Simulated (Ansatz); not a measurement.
Sn6S6⁻, relaxed as a doublet with UKS PBE-D4/def2-SVP in Ansatz, starting from the PBE-D4/def2-SVP geometry of the neutral singlet. Force threshold 0.03 eV/Å.

In the def2 sets Sn takes a core potential; there is no spin–orbit coupling. The relaxation made no stability test and no search for a lower SCF solution. The structure comes from a short search, and lower isomers may exist.

Start:

```xyz
12

Sn    1.303    0.093   -1.914
Sn   -2.547   -0.159   -2.017
Sn   -0.718    2.124    0.584
Sn    2.687    0.694    1.699
Sn   -0.760   -2.764   -0.267
Sn   -0.272   -1.160    2.620
S     0.519    1.181    3.070
S    -2.001   -0.467    0.672
S     1.486   -1.486    0.499
S    -0.714   -1.915   -2.630
S     1.824    2.173   -0.173
S    -0.807    1.685   -2.143
```

```json
{"step": "1", "energy (eV)": "-99971.4443", "largest force component (eV/Å)": "0.349", "SCF passes": "28"}
{"step": "2 (rejected)", "energy (eV)": "-99971.4285", "largest force component (eV/Å)": "0.572", "SCF passes": "27"}
{"step": "3", "energy (eV)": "-99971.5076", "largest force component (eV/Å)": "0.170", "SCF passes": "30"}
{"step": "4", "energy (eV)": "-99971.5245", "largest force component (eV/Å)": "0.116", "SCF passes": "25"}
{"step": "5 (rejected)", "energy (eV)": "-99971.5200", "largest force component (eV/Å)": "0.086", "SCF passes": "25"}
{"step": "6", "energy (eV)": "-99971.5278", "largest force component (eV/Å)": "0.059", "SCF passes": "26"}
{"step": "7", "energy (eV)": "-99971.5288", "largest force component (eV/Å)": "0.009", "SCF passes": "26"}
{"step": "8", "energy (eV)": "-99971.5288", "largest force component (eV/Å)": "0.010", "SCF passes": "20"}
{"step": "9", "energy (eV)": "-99971.5291", "largest force component (eV/Å)": "0.025", "SCF passes": "26"}
{"step": "10", "energy (eV)": "-99971.5298", "largest force component (eV/Å)": "0.044", "SCF passes": "25"}
{"step": "11", "energy (eV)": "-99971.5324", "largest force component (eV/Å)": "0.086", "SCF passes": "27"}
{"step": "12", "energy (eV)": "-99971.5399", "largest force component (eV/Å)": "0.125", "SCF passes": "29"}
{"step": "13", "energy (eV)": "-99971.5567", "largest force component (eV/Å)": "0.193", "SCF passes": "30"}
{"step": "14", "energy (eV)": "-99971.5846", "largest force component (eV/Å)": "0.248", "SCF passes": "30"}
{"step": "15", "energy (eV)": "-99971.6162", "largest force component (eV/Å)": "0.268", "SCF passes": "30"}
{"step": "16", "energy (eV)": "-99971.6834", "largest force component (eV/Å)": "0.474", "SCF passes": "27"}
{"step": "17", "energy (eV)": "-99971.7099", "largest force component (eV/Å)": "0.207", "SCF passes": "23"}
{"step": "18", "energy (eV)": "-99971.7713", "largest force component (eV/Å)": "0.188", "SCF passes": "25"}
{"step": "19", "energy (eV)": "-99971.7954", "largest force component (eV/Å)": "0.213", "SCF passes": "26"}
{"step": "20", "energy (eV)": "-99971.8229", "largest force component (eV/Å)": "0.170", "SCF passes": "22"}
{"step": "21", "energy (eV)": "-99971.8282", "largest force component (eV/Å)": "0.070", "SCF passes": "22"}
{"step": "22", "energy (eV)": "-99971.8304", "largest force component (eV/Å)": "0.024", "SCF passes": "23"}
```

Force components are those of the run's own axes.

End:

Cartesian coordinates in Å:
```
Sn 1.241 0.089 -2.000
Sn -2.560 -0.081 -2.227
Sn -0.809 2.079 0.541
Sn 2.589 0.692 1.749
Sn -0.890 -2.439 0.105
Sn 0.400 -1.566 2.913
S 0.290 0.995 2.944
S -2.219 -0.219 0.403
S 1.631 -1.552 0.519
S -0.690 -1.876 -2.471
S 1.776 2.125 -0.181
S -0.758 1.753 -2.293
```

Bonds lost: Sn6–S8 (atoms count from 1).

The force fell under the threshold at step 7, but the optimiser went on and released 0.302 eV more. No frequencies were taken in this run, so the end may be a saddle point.

It took 5.2 min on 4 threads of Arm Neoverse V2 on a shared host, peak host memory 0.84 GiB.
